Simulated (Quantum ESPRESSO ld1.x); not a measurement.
Results of a calculation; reference values are marked as such.
P3+, configuration [Ne] 3s1.5 4s0.5 (fractional occupations, a model configuration). Level of theory: scalar-relativistic Kohn-Sham, LDA (Slater exchange, Perdew-Wang correlation), spin-polarised, spherical densities, point nucleus; open shells are filled with parallel spins first (ld1.x of Quantum ESPRESSO 7.5).

Normalised radial functions P(r) = r R(r), r in bohr:

r,4s up
0.00727,0.0372
0.008262,0.0416
0.009391,0.0465
0.01076,0.0521
0.01223,0.0578
0.0139,0.0639
0.0158,0.0705
0.01795,0.0773
0.0204,0.0844
0.02338,0.0920
0.02657,0.0992
0.0302,0.1060
0.03432,0.1121
0.03901,0.1173
0.04433,0.1211
0.05079,0.1229
0.05773,0.1219
0.06561,0.1177
0.07457,0.1095
0.08475,0.0968
0.0971,0.0776
0.1104,0.0539
0.1254,0.0247
0.1426,-0.0097
0.162,-0.0482
0.1841,-0.0892
0.211,-0.1329
0.2398,-0.1707
0.2725,-0.2015
0.3097,-0.2211
0.352,-0.2256
0.4001,-0.2112
0.4584,-0.1728
0.521,-0.1145
0.5921,-0.0367
0.673,0.0555
0.7649,0.1540
0.8763,0.2532
0.996,0.3273
1.132,0.3685
1.287,0.3641
1.462,0.3055
1.662,0.1917
1.904,0.0203
2.164,-0.1678
2.459,-0.3537
2.795,-0.5072
3.177,-0.6024
3.611,-0.6239
4.137,-0.5673
4.702,-0.4587
5.344,-0.3278
6.074,-0.2054
6.903,-0.1117
7.846,-0.0521
8.989,-0.0193
10.22,-0.0062
11.61,-0.0016

4s up: eigenvalue -19.734 eV, 3 radial nodes at r = 0.138, 0.624, 1.93 bohr, <r> = 3.64 bohr, 90 % of the charge inside 5.17 bohr.
